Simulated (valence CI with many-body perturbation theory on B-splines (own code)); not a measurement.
# Energy levels of Pb⁶⁷⁺

Calculated by valence CI with perturbative core correlation (CI+MBPT): five valence electrons over a frozen Dirac-Fock core [Ne], a basis of 9 s, 9 p, 8 d, 6 f, 3 g, 1 h functions for each j, with the one-electron correlation potential Σ1 (screened to all orders), the two-electron term Σ2, the three-electron term Σ3, Breit, model QED; selected single and double excitations, second order for the rest (own B-spline code, finite nucleus).

No measured spectrum was set against this ion. As an estimate, large intervals hold to a few tenths of a per cent, small ones and those within an open d or f shell to about a per cent. Among the levels kept, up to 620 cm⁻¹ of a level comes from second order outside the variational space, and about a tenth of that is noise between levels of different J, which matters for small intervals.

Levels 1 to 45 of 50, with energies above the lowest level, (3s^2 3p1/2^2 3p3/2) J=3/2. "Leading %" is the weight of the configuration and term that name the level; weights of strongly mixed levels are sums over their largest components and can fall short. In the jj column 3d3/2^4 stands for four electrons in 3d with j = 3/2. Lifetimes count E1, E2, E3, M1 and M2 decay at the calculated energies, and are blank where another channel may lead or the interval is too uncertain; long ones can be off by a factor of two.

| No. | Configuration | Term | J | E (eV) | Leading % | Second component | g | Lifetime | Leading jj |
| --- | --- | --- | --- | --- | --- | --- | --- | --- | --- |
| 1 | 3s²3p³ | ²P° | 3/2 | 0.0 | 49 | 27 % 3s²3p³ ²D° | 1.331 |  | 3s^2 3p1/2^2 3p3/2 (100 %) |
| 2 | 3s²3p²3d | ²D | 3/2 | 262.2 | 42 | 33 % 3s²3p²3d ⁴F | 0.776 | 59.9 ps | 3s^2 3p1/2^2 3d3/2 (100 %) |
| 3 | 3s²3p²3d | ²D | 5/2 | 408.9 | 35 | 19 % 3s²3p²3d ⁴D | 1.189 | 2.37 ps | 3s^2 3p1/2^2 3d5/2 (99 %) |
| 4 | 3s²3p³ | ⁴S° | 3/2 | 568.2 | 55 | 44 % 3s²3p³ ²D° | 1.451 | 576 ps | 3s^2 3p1/2 3p3/2^2 (99 %) |
| 5 | 3s²3p³ | ²D° | 5/2 | 581.3 | 99 |  | 1.182 | 1.08 ns | 3s^2 3p1/2 3p3/2^2 (99 %) |
| 6 | 3s²3p³ | ²P° | 1/2 | 599.0 | 99 |  | 0.642 | 991 ps | 3s^2 3p1/2 3p3/2^2 (99 %) |
| 7 | 3s3p⁴ | ⁴P | 5/2 | 774.7 | 65 | 28 % 3s3p⁴ ²D | 1.449 | 1.26 ps | 3s 3p1/2^2 3p3/2^2 (93 %) |
| 8 | 3s3p⁴ | ²P | 3/2 | 806.6 | 31 | 22 % 3s3p⁴ ²D | 1.138 | 559 fs | 3s 3p1/2^2 3p3/2^2 (62 %) |
| 9 | 3s3p⁴ | ²S | 1/2 | 810.6 | 54 | 22 % 3s3p⁴ ⁴P | 1.987 | 659 fs | 3s 3p1/2^2 3p3/2^2 (83 %) |
| 10 | 3s²3p²3d | ⁴F | 5/2 | 827.0 | 47 | 44 % 3s²3p²3d ²F | 0.955 | 79.6 ps | 3s^2 3p1/2 3p3/2 3d3/2 (99 %) |
| 11 | 3s²3p²3d | ⁴D | 1/2 | 831.1 | 79 | 14 % 3s²3p²3d ²P | 0.234 | 65.2 ps | 3s^2 3p1/2 3p3/2 3d3/2 (98 %) |
| 12 | 3s²3p²3d | ⁴F | 3/2 | 831.9 | 30 | 28 % 3s²3p²3d ⁴D | 0.901 | 1.39 ps | 3s^2 3p1/2 3p3/2 3d3/2 (89 %) |
| 13 | 3s²3p²3d | ²G | 7/2 | 840.8 | 55 | 25 % 3s²3p²3d ²F | 1.009 | 412 ps | 3s^2 3p1/2 3p3/2 3d3/2 (99 %) |
| 14 | 3s²3p²3d | ²D | 5/2 | 875.5 | 37 | 25 % 3s²3p²3d ²F | 1.143 | 140 fs | 3s^2 3p1/2 3p3/2 3d3/2 (95 %) |
| 15 | 3s²3p²3d | ²P | 1/2 | 888.5 | 38 | 29 % 3s²3p²3d ⁴P | 1.656 | 101 fs | 3s^2 3p1/2 3p3/2 3d3/2 (86 %) |
| 16 | 3s²3p²3d | ²D | 3/2 | 890.5 | 26 | 20 % 3s²3p²3d ⁴P | 1.205 | 68.9 fs | 3s^2 3p1/2 3p3/2 3d3/2 (73 %) |
| 17 | 3s²3p²3d | ⁴D | 7/2 | 958.2 | 48 | 37 % 3s²3p²3d ⁴F | 1.298 | 373 ps | 3s^2 3p1/2 3p3/2 3d5/2 (100 %) |
| 18 | 3s²3p²3d | ²G | 9/2 | 972.6 | 64 | 36 % 3s²3p²3d ⁴F | 1.174 | 25.2 ns | 3s^2 3p1/2 3p3/2 3d5/2 (100 %) |
| 19 | 3s²3p²3d | ²P | 3/2 | 973.4 | 46 | 23 % 3s²3p²3d ⁴P | 1.319 | 2.69 ps | 3s^2 3p1/2 3p3/2 3d5/2 (98 %) |
| 20 | 3s²3p²3d | ²F | 5/2 | 977.3 | 39 | 24 % 3s²3p²3d ²D | 1.106 | 3.30 ps | 3s^2 3p1/2 3p3/2 3d5/2 (99 %) |
| 21 | 3s²3p²3d | ²D | 5/2 | 998.1 | 41 | 38 % 3s²3p²3d ⁴P | 1.282 | 908 fs | 3s^2 3p1/2 3p3/2 3d5/2 (96 %) |
| 22 | 3s²3p²3d | ²F | 7/2 | 1000.8 | 65 | 17 % 3s²3p²3d ⁴F | 1.126 | 1.26 ps | 3s^2 3p1/2 3p3/2 3d5/2 (98 %) |
| 23 | 3s²3p²3d | ²D | 3/2 | 1010.8 | 60 | 23 % 3s²3p²3d ²P | 0.932 | 1.70 ps | 3s^2 3p1/2 3p3/2 3d5/2 (99 %) |
| 24 | 3s²3p²3d | ²P | 1/2 | 1014.8 | 55 | 37 % 3s²3p²3d ²S | 1.220 | 1.23 ps | 3s^2 3p1/2 3p3/2 3d5/2 (97 %) |
| 25 | 3s3p³3d | ⁴D° | 5/2 | 1032.7 | 29 | 17 % 3s3p³3d ⁶D° | 1.243 | 15.6 ps | 3s 3p1/2^2 3p3/2 3d3/2 (97 %) |
| 26 | 3s3p³3d | ⁴D° | 3/2 | 1034.9 | 28 | 21 % 3s3p³3d ⁶D° | 1.231 | 5.25 ps | 3s 3p1/2^2 3p3/2 3d3/2 (96 %) |
| 27 | 3s3p³3d | ⁴P° | 1/2 | 1037.9 | 46 | 26 % 3s3p³3d ⁶D° | 2.311 | 15.4 ps | 3s 3p1/2^2 3p3/2 3d3/2 (98 %) |
| 28 | 3s3p³3d | ²F° | 7/2 | 1045.3 | 24 | 22 % 3s3p³3d ⁴F° | 1.222 | 14.0 ps | 3s 3p1/2^2 3p3/2 3d3/2 (96 %) |
| 29 | 3s3p³3d | ²D° | 3/2 | 1065.4 | 29 | 11 % 3s3p³3d ⁴D° | 1.005 | 693 fs | 3s 3p1/2^2 3p3/2 3d3/2 (83 %) |
| 30 | 3s3p³3d | ²F° | 5/2 | 1075.8 | 19 | 17 % 3s3p³3d ⁴G° | 0.857 | 444 fs | 3s 3p1/2^2 3p3/2 3d3/2 (69 %) |
| 31 | 3s3p³3d | ⁴D° | 1/2 | 1082.0 | 41 | 26 % 3s3p³3d ²P° | 0.549 | 327 fs | 3s 3p1/2^2 3p3/2 3d3/2 (86 %) |
| 32 | 3s²3p3d² | ⁴G° | 5/2 | 1107.3 | 36 | 25 % 3s²3p3d² ²F° | 0.803 | 179 fs | 3s^2 3p1/2 3d3/2^2 (69 %) |
| 33 | 3s²3p3d² | ²P° | 1/2 | 1155.6 | 40 | 33 % 3s²3p3d² ⁴D° | 0.633 | 107 fs | 3s^2 3p1/2 3d3/2^2 (86 %) |
| 34 | 3s²3p3d² | ²D° | 3/2 | 1159.9 | 35 | 28 % 3s²3p3d² ⁴F° | 0.799 | 68.0 fs | 3s^2 3p1/2 3d3/2^2 (83 %) |
| 35 | 3s3p³3d | ⁴F° | 9/2 | 1163.7 | 50 | 27 % 3s3p³3d ⁶D° | 1.333 | 19.4 ps | 3s 3p1/2^2 3p3/2 3d5/2 (99 %) |
| 36 | 3s²3p³ | ²P° | 3/2 | 1169.5 | 50 | 28 % 3s²3p³ ²D° | 1.304 | 35.6 ps | 3s^2 3p3/2^3 (98 %) |
| 37 | 3s3p³3d | ⁴D° | 5/2 | 1183.5 | 29 | 20 % 3s3p³3d ⁴P° | 1.363 | 1.20 ps | 3s 3p1/2^2 3p3/2 3d5/2 (97 %) |
| 38 | 3s3p³3d | ⁴D° | 7/2 | 1191.4 | 32 | 21 % 3s3p³3d ²F° | 1.264 | 1.64 ps | 3s 3p1/2^2 3p3/2 3d5/2 (93 %) |
| 39 | 3s3p³3d | ²D° | 3/2 | 1195.8 | 35 | 17 % 3s3p³3d ⁴D° | 1.113 | 924 fs | 3s 3p1/2^2 3p3/2 3d5/2 (91 %) |
| 40 | 3s3p³3d | ²F° | 7/2 | 1210.0 | 29 | 17 % 3s3p³3d ⁴D° | 1.174 | 376 fs | 3s 3p1/2^2 3p3/2 3d5/2 (86 %) |
| 41 | 3s3p³3d | ²P° | 1/2 | 1221.6 | 47 | 32 % 3s3p³3d ⁴D° | 0.703 | 1.68 ps | 3s 3p1/2^2 3p3/2 3d5/2 (96 %) |
| 42 | 3s3p³3d | ²F° | 5/2 | 1225.7 | 19 | 17 % 3s3p³3d ²D° | 1.100 | 541 fs | 3s 3p1/2^2 3p3/2 3d5/2 (75 %) |
| 43 | 3s3p³3d | ²P° | 3/2 | 1228.5 | 19 | 12 % 3s3p³3d ⁴P° | 1.348 | 433 fs | 3s 3p1/2^2 3p3/2 3d5/2 (83 %) |
| 44 | 3s²3p3d² | ⁴G° | 7/2 | 1239.0 | 53 | 14 % 3s²3p3d² ²G° | 1.012 | 1.55 ps | 3s^2 3p1/2 3d3/2 3d5/2 (96 %) |
| 45 | 3s²3p3d² | ²D° | 5/2 | 1243.7 | 24 | 19 % 3s²3p3d² ⁴G° | 1.045 | 1.11 ps | 3s^2 3p1/2 3d3/2 3d5/2 (94 %) |

The ionisation energy to 3s²3p² ³P0 of the next ion comes out as 7790.3 eV (NIST: 7790 ± 40 eV (theoretical)). All 50 levels together are meant to be complete up to 1300.7 eV.
